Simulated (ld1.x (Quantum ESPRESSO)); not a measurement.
**Which change was made? (Hg, TM)**

ld1.x (Quantum ESPRESSO) 7.5 input, shortened:

```
&input
   title='Hg', zed=80., rel=2, dft='PBE', iswitch=3,
   config='[Xe] 4f14 5d10 6s1.5 6p0 6d-2', rel_dist='average'
 /
 &inputp
   pseudotype=2, tm=.true., lloc=1,
   nlcc=.true., rcore=1.45
 /
3
6S  1  0   1.50   0.00  1.60  1.60  0.0
6D  3  2  -2.00   0.20  3.35  3.35  0.0
6P  2  1   0.00   0.00  3.20  3.20  0.0
 &test
   configts(1)='6s1.5 6p0'
 /
```

Open shells are filled in proportion to 2j + 1 (rel_dist='average').

Cutoffs, loose and tight: the cutoffs (Ry, on a coarse ladder) from which the occupation-weighted sum of valence levels, in a spherical-Bessel basis at the reference potential, stays within 10 and 1 mRy of its value at 400 Ry. They do not see the model core or the augmentation charge, which bear on the density cutoff. Test errors are all-electron minus pseudo excitation energies from the reference, over the configurations 6s2 6p0; 6s1 6p0; 6s1 6p1; 6s0 6p2; 6s0 6p1; variants that change the core or the reference have their own tests.

The base gives: outcome: generated; cutoff, loose: 30 Ry; cutoff, tight: 120 Ry; bound ghosts: none; largest test error (meV): -314.

(1) After one change the result is: outcome: failed: run_pseudo: Errors in PS-KS equation. Which change was it?
A. wave 6s (bound): rc 1.60 bohr becomes 6s (bound): rc 1.36 bohr
B. wave 6s (bound): rc 1.60 bohr becomes 6s (bound): rc 1.98 bohr
C. wave 6s (bound): rc 1.60 bohr becomes 6s (bound): rc 2.34 bohr
D. wave 6s (bound): rc 1.60 bohr becomes 6s (bound): rc 1.02 bohr

Answers

(1) D. The others give: wave 6s (bound): rc 1.60 bohr becomes 6s (bound): rc 1.36 bohr → outcome: generated; cutoff, loose: 120 Ry; cutoff, tight: 300 Ry; bound ghosts: none; largest test error (meV): -363 | wave 6s (bound): rc 1.60 bohr becomes 6s (bound): rc 1.98 bohr → outcome: generated; cutoff, loose: 15 Ry; cutoff, tight: 25 Ry; bound ghosts: none; largest test error (meV): -293 | wave 6s (bound): rc 1.60 bohr becomes 6s (bound): rc 2.34 bohr → outcome: generated; cutoff, loose: 10 Ry; cutoff, tight: 25 Ry; bound ghosts: none; largest test error (meV): -294.
